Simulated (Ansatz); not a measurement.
C3H12ClN3Sn, SMILES `C[NH][Sn]([Cl])([NH]C)[NH]C`, relaxed with RKS PBE-D4/def2-SVP in the Gaussian-basis code of Ansatz from a rough embedded geometry. The force threshold is 0.03 eV/Å; the program also tests the step.

Total charge 0; spin multiplicity 1. Sn: def2 effective core potential.

Start:

```xyz
20

C    -2.064   -0.248    1.363
N    -1.776    0.923    0.637
Sn    0.117    0.726   -0.087
Cl    0.751    2.602   -1.428
N     0.284   -0.972   -1.257
C    -0.714   -0.929   -2.304
N     1.504    0.584    1.465
C     2.857    0.372    0.942
H    -1.390   -0.408    2.264
H    -2.048   -1.198    0.774
H    -3.139   -0.188    1.814
H    -2.396    0.935   -0.192
H     0.000   -1.802   -0.598
H    -0.550   -0.063   -2.957
H    -0.657   -1.831   -2.960
H    -1.726   -0.892   -1.871
H     1.489    1.502    1.972
H     3.538    0.295    1.779
H     3.106    1.205    0.247
H     2.815   -0.614    0.397
```

```tsv
step	energy (eV)	largest force (eV/Å)	largest move (Å)
1	-26106.5482	2.419	0.000
2	-26106.9908	0.890	0.193
3	-26107.0870	0.378	0.192
4	-26107.1323	0.328	0.189
5	-26107.1568	0.370	0.195
6	-26107.1743	0.244	0.097
7	-26107.1888	0.086	0.129
8	-26107.1928	0.078	0.112
9	-26107.1940	0.072	0.078
10	-26107.1948	0.029	0.013
```

End:

```xyz
20

C    -2.402   -0.111    1.658
N    -1.717    1.022    1.043
Sn   -0.017    0.672   -0.076
Cl   -0.012    2.475   -1.654
N     0.322   -0.987   -1.248
C    -0.358   -1.133   -2.528
N     1.511    0.576    1.266
C     2.880    0.361    0.812
H    -1.690   -0.688    2.286
H    -2.886   -0.836    0.957
H    -3.197    0.256    2.345
H    -2.363    1.606    0.495
H     0.296   -1.849   -0.689
H    -0.357   -0.159   -3.059
H     0.192   -1.853   -3.178
H    -1.419   -1.481   -2.475
H     1.436    1.297    1.993
H     3.498   -0.076    1.628
H     3.404    1.277    0.449
H     2.878   -0.369   -0.024
```

Run time 14 s (4 threads of an AMD EPYC 7R13 on a shared host and a share of an NVIDIA H100 80 GB); peak host memory 0.83 GiB.
